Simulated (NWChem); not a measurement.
Molecule: BBrF2; SMILES FB(Br)F

Results from NWChem. Structure relaxed at the PBE0/def2-SVP level. Total energies compare along this basis series because the functional is fixed.

```tsv
level	basis functions	energy (Ha)	highest occupied level (eV)	orbital gap (eV)	dipole (D)	relative time
PBE/def2-SVP	74	-2797.7503	-7.49	6.30	0.17	1
PBE/def2-SVPD	107	-2797.7672	-7.76	6.13	0.32	1
PBE/def2-TZVP	141	-2798.3332	-7.70	6.28	0.24	5
PBE/def2-TZVPP	141	-2798.3332	-7.70	6.28	0.24	4
PBE/def2-QZVP	246	-2798.4017	-7.73	6.26	0.26	10
```

The last column is a rough cost ratio, cheapest run = 1.
